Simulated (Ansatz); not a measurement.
Scan of H2Cl (cation, charge +1), singlet: symmetric bend, bond length relaxed. Scanned: H-Cl-H angle. Other coordinates (Cl-H bond length) were minimised at PBE0/def2-TZVP.

Level of theory: full CI/cc-pVDZ, frozen core in Ansatz (a program for electronic structure).

Scanned values (°): 180, 168.02, 159.21, 148.38, 137.74, 132.12, 121.60, 112.32, 99.47, 88.88, 79.12, 67.80, 60.

Question: Describe the profile: where are the wells and the tops?

Answer: Lower than their neighbours: 99.47° (0.0 mEh). Higher than their neighbours: 180° (93.2 mEh, end of the scan), 60° (30.2 mEh, end of the scan). The whole profile spans 93.2 mEh.
